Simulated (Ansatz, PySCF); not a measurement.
Gas-phase reaction R1 + 2 R2 → P1 + 2 P2, each structure at its B3LYP-D3(BJ)/def2-TZVP stationary point, reached from a drawn start (curvature not checked).
R1: Cl2MoO2 (SMILES [O]=[Mo](=[O])([Cl])[Cl]), charge 0, multiplicity 1.
P1, Cl2Mo (SMILES [Cl][Mo][Cl]) (charge 0, multiplicity 5):
```xyz
3

Mo     0.00000     0.00000    -0.62549
Cl     2.07500     0.00000     0.31275
Cl    -2.07500     0.00000     0.31275
```
R2, H2 (SMILES [H][H]) (charge 0, multiplicity 1):
```json
[
 {"atom": "H", "x (Å)": "0.0000", "y (Å)": "0.0000", "z (Å)": "0.3720"},
 {"atom": "H", "x (Å)": "0.0000", "y (Å)": "0.0000", "z (Å)": "-0.3720"}
]
```
P2: H2O (SMILES O), charge 0, multiplicity 1.

P less R. No zero-point or thermal terms; singlets are restricted closed shells; open shells are unrestricted; no spin–orbit coupling. The spin states of the d-block species are the ones drawn and need not be the lowest.

Correlated levels freeze the cores.

The values were computed with Ansatz (Gaussian basis) for Hartree–Fock, density functionals and correlated methods; PySCF for the D3/D4 terms. No computed number here is a measurement. Elements past Kr take the def2 small-core potentials, without spin–orbit coupling.

PBE/def2-TZVPP gives 3.522 eV for the reaction energy.

Question: How do the other levels lie against it? Give each less PBE: PBE-D3(BJ)/def2-TZVPP, r2SCAN/def2-TZVPP, PBE0/def2-TZVPP, wB97M-V/def2-TZVPP, B2PLYP/def2-TZVPP, MP2/def2-QZVPP, CCSD(T)/def2-QZVPP.

Answer: PBE-D3(BJ)/def2-TZVPP 0.074; r2SCAN/def2-TZVPP -0.494; PBE0/def2-TZVPP -1.492; wB97M-V/def2-TZVPP -1.565; B2PLYP/def2-TZVPP -0.314; MP2/def2-QZVPP 0.467; CCSD(T)/def2-QZVPP -1.206 eV. 2 of 7 lie above PBE; the widest gap is to wB97M-V/def2-TZVPP.

Ansatz is a quantum-chemistry and plane-wave program.
